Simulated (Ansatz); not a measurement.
System: MoO3 (charge 0, singlet). 
Structure (B3LYP-D3(BJ)/def2-TZVP (Ansatz, a quantum-chemistry and plane-wave program) minimum search):
SMILES: [O]=[Mo](=[O])=[O]
```xyz
4

Mo     0.1150    -0.0934    -0.1301
O     -1.3111    -1.0045     0.0855
O     -0.2554     1.4536    -0.7464
O      0.9630     0.0413     1.3440
```

Wanted: vertical ionisation energy (to the doublet state of charge +1; each state is the SCF solution reached for its spin; the molecule has degenerate orbitals, so one determinant may break the symmetry; the UHF <S^2> is 1.85 for the doublet (pure: 0.75); for the doublet T1 is 0.103; for the singlet the Hartree-Fock reference is unstable and T1 is 0.034), in eV. Correlated levels leave the core frozen unless marked. UHF or UKS for open shells. No spin-orbit coupling. The frozen core is the preceding noble-gas configuration, with the filled d and f shells of earlier blocks. In def2 rows, elements after Kr have scalar-relativistic effective core potentials. 

```tsv
level	program	vertical ionisation energy (eV)
HF/def2-SVPD	Ansatz	9.14
RI-HF/def2-TZVPPD	Ansatz	8.58
SVWN5/def2-TZVPD	Ansatz	11.35
PBE/def2-TZVPD	Ansatz	11.02
r2SCAN/def2-TZVPD	Ansatz	11.16
B3LYP/def2-TZVPD	Ansatz	11.36
PBE0/def2-TZVPD	Ansatz	11.28
BHLYP/def2-TZVPD	Ansatz	11.12
B2PLYP/def2-TZVPD	Ansatz	11.68
MP2/def2-SVPD	Ansatz	15.51
RI-MP2/def2-TZVPPD	Ansatz	15.96
SCS-MP2/def2-SVPD	Ansatz	15.02
CCSD/def2-SVPD	Ansatz	10.97
CCSD(T)/def2-SVPD	Ansatz	11.36
```
